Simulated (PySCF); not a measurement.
## Working with the constants of GaN

PBE0 constants of GaN, ³Σ⁻ (triplet), unpaired electrons π ↑↑ (Ga cc-pVTZ-PP with ECP10, N cc-pVTZ; scalar-relativistic core potentials (PySCF 2.14); masses 68.9256 and 14.0031 u):

```
ωe              : 515.0 cm⁻¹
ωexe            : 3.05 cm⁻¹
Be              : 0.36356 cm⁻¹
αe              : 0.00324 cm⁻¹
D (centrifugal) : 7.25e-07 cm⁻¹
De to Ga + N    : 2.22 eV
```

(1) Give the vibrational terms G(v) and spacings up to v = 6.

(2) How well does the Morse estimate ωe²/(4ωexe) reproduce De, and what is D0?

Spin–orbit coupling is left out. The state is the lowest determinant that a PBE0 search found; another state may lie lower at other levels.

## Answers

(1) G(v) = ωe(v+½) − ωexe(v+½)².

```csv
v,G(v) (cm⁻¹),G(v) − G(v−1),Bv (cm⁻¹)
0,256.7,,0.3619
1,765.6,508.9,0.3587
2,1268.4,502.8,0.3555
3,1765.1,496.7,0.3522
4,2255.7,490.6,0.3490
5,2740.2,484.5,0.3457
6,3218.6,478.4,0.3425
```

(2) It gives 2.70 eV, 121 % of the computed De. D0 = De − G(0) = 2.22 − 0.03 = 2.19 eV.
